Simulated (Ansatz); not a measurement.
Abridged output of a molecular run in Ansatz:

```
Functional definition: HF
945 factors; integrals over basis functions are off by at most 6.8e-4 eV
mean field evaluation 1: about -148616.0314 eV, gradient 3.6e1 eV
mean field evaluation 2: about -148616.0430 eV, gradient 3.6e1 eV
mean field evaluation 4: about -148618.6865 eV, gradient 1.9e0 eV
mean field evaluation 8: about -148618.7025 eV, gradient 1.1e-4 eV
mean field -148618.70253855 eV, -5461.6365809169 hartree, gradient 2.9e-6 eV, S^2 0.000000; 0 other end points of the search recorded, 0 dependent functions left out
24 core orbitals not correlated: weight in the atoms' cores, before any rotation towards them, 1.000 or more for the frozen orbitals, at most 0.000 for the correlated occupied ones
reference -148618.70253855 eV, -5461.6365809169 hartree; 22, 22 occupied and 55, 55 virtual orbitals, 945 factors
second order -19.05243896 eV of doubles, -0.00000000 eV of singles
cycle   1  -18.89947900 eV  change    1.5e-1 eV  update   8.1e-2
cycle   2  -19.23902318 eV  change   -3.4e-1 eV  update   2.3e-2
cycle   3  -19.30712430 eV  change   -6.8e-2 eV  update   1.3e-2
cycle   4  -19.29441973 eV  change    1.3e-2 eV  update   3.0e-3
cycle   5  -19.29374105 eV  change    6.8e-4 eV  update   1.3e-3
cycle   6  -19.29432522 eV  change   -5.8e-4 eV  update   3.9e-4
cycle   7  -19.29403684 eV  change    2.9e-4 eV  update   1.2e-4
cycle   8  -19.29403702 eV  change   -1.8e-7 eV  update   3.7e-5
perturbative correction -0.40424584 eV, -0.0148557605 hartree
Total energy: -148638.40082140 eV, -5462.3604794597 hartree
```

Its atoms:

Z-matrix (Å, degrees):
```
Al
O 1 1.678
Br 1 2.228 2 118.4
Br 1 2.239 2 121.2 3 -180.0
H 2 0.957 1 122.8 3 180.0
```

(1) Which basis set was used?
A. def2-TZVPP
B. cc-pV(T+d)Z
C. def2-QZVPP
D. def2-SVP

(2) Write the keys of the input that set method, charge and spin (a neutral closed shell needs none for the last two).

Answers

(1) D. It gives 101 functions.

(2) 
```yaml
correlation: {method: ccsd_t}
```
